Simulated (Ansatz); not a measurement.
Cost and result for the atomization energy of `C[Si](O)(O)O` (11 atoms, 10 bonds).

```xyz
11

C    -1.469    0.002   -0.196
Si    0.360    0.094    0.050
O     1.115    1.002   -1.086
O     1.086   -1.379   -0.075
O     0.573    0.782    1.521
H    -1.709   -0.481   -1.145
H    -1.948   -0.563    0.608
H    -1.902    1.005   -0.201
H     1.630    0.519   -1.734
H     0.806   -2.069    0.527
H     1.457    1.088    1.731
```

Charge 0, multiplicity 1. The geometry is a stationary point of PBE0-D4/def2-TZVP. It is one conformer, not always the lowest. Program: Ansatz. All runs use 4 threads of a server CPU on a shared host. Times are those of one run each, without the atoms' runs, and a repeat can differ threefold. Electronic energies, without spin–orbit coupling; frozen cores. CCSD(T)/CBS adds CCSD(T) − MP2 in def2-TZVPP to the MP2 limit, and its time is that of the two runs behind it. T1 = 0.011. HSE06 is the plane-wave form, built on full-range PBE exchange.

CCSD(T)/CBS is a level of theory with its own doubt, some kJ/mol a heavy atom from the limit and from the frozen cores, so smaller differences don't rank the functionals.

```csv
level,functions,wall time
LDA (SPW92)/def2-TZVPP,250,0.7 s
BLYP-D4/def2-TZVPP,250,1 s
HSE06-D4/def2-TZVPP,250,1.5 s
BHLYP-D4/def2-TZVPP,250,1.6 s
B2PLYP/def2-TZVPP,250,2.4 s
PBE-QIDH/def2-TZVPP,250,2.4 s
CCSD(T)/def2-SVP,104,2.5 s
ωB97X-V/def2-TZVPP,250,3.2 s
B97M-V/def2-TZVPP,250,3.5 s
ωB97M-V/def2-TZVPP (with forces),250,4.5 s
MP2/def2-QZVPP,478,9 s
CCSD(T)/def2-TZVPP,250,60 s
CCSD(T)/CBS(def2),–,69 s
```

**Question.** What atomization energy does each give, and how far from CCSD(T)/CBS? (Estimate.)

**Answer.** Computed: 
```csv
level,atomization (kJ/mol),difference from CCSD(T)/CBS,per bond
LDA (SPW92)/def2-TZVPP,5062.7,607.3,60.7
BLYP-D4/def2-TZVPP,4408.3,-47.1,-4.7
HSE06-D4/def2-TZVPP,4389.9,-65.5,-6.6
BHLYP-D4/def2-TZVPP,4266.5,-188.9,-18.9
B2PLYP/def2-TZVPP,4381.0,-74.4,-7.4
PBE-QIDH/def2-TZVPP,4377.7,-77.7,-7.8
CCSD(T)/def2-SVP,4095.4,-360.0,-36.0
ωB97X-V/def2-TZVPP,4430.6,-24.8,-2.5
B97M-V/def2-TZVPP,4424.1,-31.3,-3.1
ωB97M-V/def2-TZVPP (with forces),4444.2,-11.2,-1.1
MP2/def2-QZVPP,4507.9,52.5,5.3
CCSD(T)/def2-TZVPP,4324.8,-130.6,-13.1
CCSD(T)/CBS(def2),4455.4,0.0,0.0
```

From PBE to PBE0 (25 % exact exchange), in def2-TZVPP and without D4, the atomization energy moves by −85.9 kJ/mol: exact exchange takes away binding that semilocal exchange gives to molecules. At CCSD(T), def2-SVP lies −360.0 kJ/mol from the extrapolated value and def2-TZVPP −130.6 kJ/mol: correlation converges slowly with the basis, and small sets miss more of it in the bonded molecule than in its fragments. Leaving LDA and LC-ωPBE aside and taking each functional with its dispersion term where it has one, the values, not all of them listed here, spread over 209.3 kJ/mol, from BHLYP-D4 to PBE-D4. LDA lies +607.9 kJ/mol from PBE without D4, its usual overbinding.
